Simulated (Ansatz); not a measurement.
`N[SiH](N)F` + HCl → `N[SiH](F)Cl` + NH₃ at 600 K and 1 bar (ligand exchange at the Si–N bond).

Program: Ansatz. Geometries: PBE0-D4/def2-TZVP. ΔE: electronic, gas phase. CBS: MP2 limit from def2 TZ/QZ plus the TZ coupled-cluster correction, frozen cores. This one scheme is used for every species. Each species was taken in one conformer, which may not be the lowest.

```json
{"species": "`N[SiH](N)F`", "CCSD(T)/CBS energy (Eh)": "-501.43075", "H − E (kJ/mol)": "224.3", "S (J/(mol·K))": "394.9"}
{"species": "HCl", "CCSD(T)/CBS energy (Eh)": "-460.38127", "H − E (kJ/mol)": "35.4", "S (J/(mol·K))": "207.2"}
{"species": "`N[SiH](F)Cl`", "CCSD(T)/CBS energy (Eh)": "-905.31614", "H − E (kJ/mol)": "152.4", "S (J/(mol·K))": "387.3"}
{"species": "NH₃", "CCSD(T)/CBS energy (Eh)": "-56.50880", "H − E (kJ/mol)": "112.4", "S (J/(mol·K))": "219.5"}
```

H − E and S are ideal-gas, rigid-rotor, harmonic terms from PBE0-D4/def2-TZVP, for one conformer and one mirror image of each species. 1 Eh = 2625.50 kJ/mol, R = 8.31446 J/(mol·K).

**Question.** By hand: ΔE, ΔH, ΔS and ΔG.

**Answer.** ΔE = (-905.31614) + (-56.50880) − (-501.43075) − (-460.38127) = -0.01292 Eh = -33.9 kJ/mol. Δ(H − E) = 152.4 + 112.4 − 224.3 − 35.4 = 5.1, so ΔH = -28.8 kJ/mol. ΔS = 387.3 + 219.5 − 394.9 − 207.2 = 4.7 J/(mol·K). ΔG = -28.8 − 600 × (4.7)/1000 = -31.6 kJ/mol.

**Question.** By hand: the equilibrium constant, and the temperature at which ΔG would vanish if ΔH and ΔS stayed fixed.

**Answer.** log₁₀ K = −ΔG/(RT ln 10) = 2.8. ΔH and −TΔS have one sign here, so there is no such temperature.

The number of gas molecules stays the same, so ΔS is small and ΔH decides. A doubt of 5 kJ/mol in ΔE shifts log₁₀ K by 0.4 here. Other conformers and mirror images would add mixing entropy, several J/(mol·K) or more a flexible species. These are equilibria of isolated gas molecules and say nothing of rates. Largest T1 diagnostic: 0.010 (customary marks: 0.02 for closed shells, 0.045 for open ones).

ΔS is within the doubt of such terms, so its sign, and with it that verdict, could turn.
